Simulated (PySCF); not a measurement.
**Computed structure and properties of [Yb(H2O)3]2+**

System: [Yb(H2O)3]2+ (singlet in the valence; each metal's 4f electrons, 14 of them, lie in its core potential, out of spins and levels); start: displaced along the imaginary mode (D3). Method: PySCF 2.14.0, RKS PBE0, Yb lcecp-0-SVP with ECP60, O def2-SVP, H def2-SVP; non-relativistic Hamiltonian with scalar-relativistic core potentials where named; density fitting; no spin-orbit coupling.

Input of the relaxation:

```python
mol = gto.M(atom='''
Yb     0.00000    -0.00000     0.00000
O      2.40711    -0.00003    -0.00000
H      3.00879     0.24996     0.76467
H      3.00878    -0.25004    -0.76467
O     -1.20352     2.08463     0.00000
H     -1.72086     2.48070     0.76467
H     -1.28785     2.73070    -0.76467
O     -1.20358    -2.08460     0.00000
H     -1.28792    -2.73066     0.76467
H     -1.72093    -2.48066    -0.76467''',
    basis={'Yb': 'lcecp-0-SVP', 'O': 'def2-SVP', 'H': 'def2-SVP'},
    ecp={'Yb': 'lcecp-0-SVP'},
    charge=2, spin=0)
mf = dft.RKS(mol, xc='PBE0')
mf.grids.atom_grid = (50, 194)  # f atoms: unpruned, at least (60, 302)
mf = mf.density_fit()  # fitting sets: Yb AutoAux, O def2-universal-JKFIT, H def2-universal-JKFIT
mf.conv_tol = 1e-08; mf.max_cycle = 55
mf.kernel(dm0)  # dm0: converged density of the start geometry
# quasi-Newton relaxation in Cartesian coordinates to a largest gradient under 0.00045 Eh/bohr, steps kept in the point group
```

Run from Python with OMP_NUM_THREADS=2; the lines above give its settings. Where DIIS fails, smearing, a level shift and second-order steps follow.
It took 94 s on 2 threads of Arm Neoverse V1, on a shared host, from the converged density of the start.

Course of the relaxation:

```
step  energy above end (eV)  largest force component within the symmetry (eV/Å)
   0                 0.1909                                               1.303
   1                 0.0273                                               0.272
   2                 0.0225                                               0.034
   3                 0.0213                                               0.052
   4                 0.0189                                               0.128
   5                 0.0171                                               0.187
   6                 0.0130                                               0.078
   7                 0.0100                                               0.157
  14                 0.0006                                               0.025
  15                 0.0003                                               0.022
  16                 0.0001                                               0.008
  17                 0.0001                                               0.034
  18                 0.0000                                               0.008
  19                 0.0000                                               0.002
```
(The steps between are left out.)

Relaxed geometry (D3):

```xyz
10

Yb    0.0000    0.0000    0.0000
O     2.4026    0.0000    0.0000
H     3.0032    0.5954    0.4811
H     3.0032   -0.5954   -0.4811
O    -1.2012    2.0807    0.0000
H    -2.0172    2.3032    0.4811
H    -0.9859    2.8986   -0.4811
O    -1.2013   -2.0807    0.0000
H    -0.9860   -2.8986    0.4811
H    -2.0173   -2.3032   -0.4811
```

```tsv
contact	Å
Yb1–O2 (H2O)	2.403
Yb1–O5 (H2O)	2.403
Yb1–O8 (H2O)	2.403
```

On the finer grid (75, 302):

```
HOMO                                                          : not given (4f levels lie in the core)
LUMO                                                          : not given (4f levels lie in the core)
Dipole about the centre of mass                               : 0.00 D
Set of Mulliken populations of Yb1 outside the core potential : s 2.12, p 6.14, d 0.34, f 0.01
D3(BJ) dispersion energy (not in the energies)                : -0.115 eV
```

| atom | Mulliken (e) | Löwdin (e) | spin (e) |
| --- | --- | --- | --- |
| Yb1 | 1.39 | 1.17 | 0.00 |
| O2 | -0.33 | -0.04 | 0.00 |
| H3 | 0.27 | 0.16 | 0.00 |
| H4 | 0.27 | 0.16 | 0.00 |
| O5 | -0.33 | -0.04 | 0.00 |
| H6 | 0.27 | 0.16 | 0.00 |
| H7 | 0.27 | 0.16 | 0.00 |
| O8 | -0.33 | -0.04 | 0.00 |
| H9 | 0.27 | 0.16 | 0.00 |
| H10 | 0.27 | 0.16 | 0.00 |

The 4f levels lie in the core potential and are missing.

On the grid (50, 194), as all that follows. Harmonic modes: a minimum within the noise of the softest modes; lowest -23 cm⁻¹ (negative: unstable), highest 3825 cm⁻¹, zero-point energy 1.988 eV.

Taking off one H2O (charge 0, singlet; the rest: singlet) in vacuum, both parts rigid, costs 2.12 eV; the small basis without counterpoise inflates it. Parting with an electron moved from the ligand to the metal can be far cheaper, even downhill.

Rigid scan of H2O along the line from its metal:

distance to O2 (Å), energy (eV) and a bar:
```
     2.10      0.416 ##############################
     2.20      0.157 ###########
     2.30      0.033 ##
     2.40      0.000 
     2.50      0.025 ##
     2.60      0.086 ######
     2.80      0.263 ###################
```

One start shape was tried, so this needn't be the lowest isomer.

An lcecp potential fixes the number of 4f electrons, so in runs with it no electron can move into or out of that shell.
